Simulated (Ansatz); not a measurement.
Abstraction of Br: MgBr2 + SiH3 → MgBr + SiH3Br

Species: MgBr2 `[Br][Mg][Br]`, singlet; SiH3 (silyl radical) `[SiH3]`, doublet; MgBr, doublet; SiH3Br `[SiH3]Br`, singlet. A radical takes Br: the energy is the difference in strength between the Mg–Br bond broken and the Si–Br bond made.

Shapes, held fixed at every level: PBE0-D4/def2-TZVP. Programs: Ansatz 0.2.0. The zero-point and thermal change to 298 K, harmonic and unscaled (PBE0-D4/def2-TZVP), is +4.9 kJ/mol.

```
                level                    kind  ΔH(298 K) (kJ/mol)  less CCSD(T)/def2-TZVPP  CPU time (sum over the molecules)
          HF/def2-SVP            Hartree–Fock               +29.2                    +15.0                                  –
 r2SCAN-D4/def2-TZVPP                meta-GGA               +20.4                     +6.2                               27 s
   PBE0-D4/def2-TZVPP           global hybrid                +9.8                     -4.4                               14 s
r2SCAN0-D4/def2-TZVPP           global hybrid               +19.7                     +5.5                               29 s
   wB97M-V/def2-TZVPP  range-separated hybrid               +14.9                     +0.7                               61 s
   wB97X-V/def2-TZVPP  range-separated hybrid               +14.1                     -0.1                               42 s
        CCSD/def2-SVP   coupled cluster or CI               +35.9                    +21.7                                  –
   CCSD(T)/def2-TZVPP   coupled cluster or CI               +14.2                      0.0                               59 s
```

The highest level, CCSD(T)/def2-TZVPP, gives ΔH(298 K) = +14.2 kJ/mol; the levels span +9.8 to +35.9. The column of differences is taken from that level and isn't an error. No measured value is set beside it here. Open shells run unrestricted unless RO is named. Relativity is left out for Br unless named. Correlated rows may include outer-core shells of Br, Mg, which these sets cover unevenly. Times are processor times on shared x86 and Arm servers, and rough.
